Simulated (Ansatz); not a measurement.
Cartesian coordinates in Å:
```
C -0.669 -2.881 1.059
C -0.260 -1.423 0.912
C -1.136 -0.521 1.766
C -0.290 -1.010 -0.565
C 0.237 0.371 -0.818
C 1.606 0.622 -0.767
C 2.105 1.899 -0.966
C 1.240 2.954 -1.221
C -0.124 2.718 -1.278
C -0.618 1.437 -1.078
H -0.021 -3.539 0.475
H -1.696 -3.031 0.712
H -0.622 -3.201 2.103
H 0.776 -1.320 1.260
H -0.833 0.525 1.688
H -2.183 -0.591 1.452
H -1.086 -0.810 2.819
H -1.322 -1.083 -0.928
H 0.297 -1.734 -1.141
H 2.290 -0.198 -0.573
H 3.175 2.072 -0.925
H 1.629 3.953 -1.379
H -0.809 3.533 -1.481
H -1.688 1.258 -1.125
```

Charge 0, multiplicity 1.

(1) List the r2SCAN/def2-TZVPP orbital energies in eV (the Gaussian-basis code of Ansatz). (An estimate is asked.)

## Answers

(1) Ansatz gave: Occupied: -273.24, -273.17, -273.07, -273.06, -273.01, -273.00, -272.99, -272.97, -272.67, -272.56, -22.49, -21.21, -19.67, -19.37, -17.70, -17.56, -15.60, -15.16, -14.32, -13.07, -11.98, -11.56, -11.28, -11.14, -10.71, -10.49, -9.76, -9.56, -9.33, -9.25, -8.71, -8.35, -8.24, -7.99, -7.89, -6.40, -6.13. Lowest empty: -0.89, -0.80, 1.17, 1.69, 1.85, 2.29, 2.59, 2.80.
